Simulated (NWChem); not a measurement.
Species: C₃H₇FSi; SMILES F[C@H]1C[C@@H]1[SiH3]

Results from NWChem. All runs use the structure optimised with B3LYP/6-31G* (spherical d). Level: PBE/def2-SVP with SMD (1 M gas to 1 M solution), gas-phase geometry. Reactions with the solvent are ignored.

### Question
Estimate the computed values for solvent methanol. Quantities: solvation free energy (kcal/mol); cavity-dispersion-structure term (kcal/mol); dipole in solution (D).

### Answer
- solvation free energy (kcal/mol): -3.1
- cavity-dispersion-structure term (kcal/mol): -0.4
- dipole in solution (D): 1.17
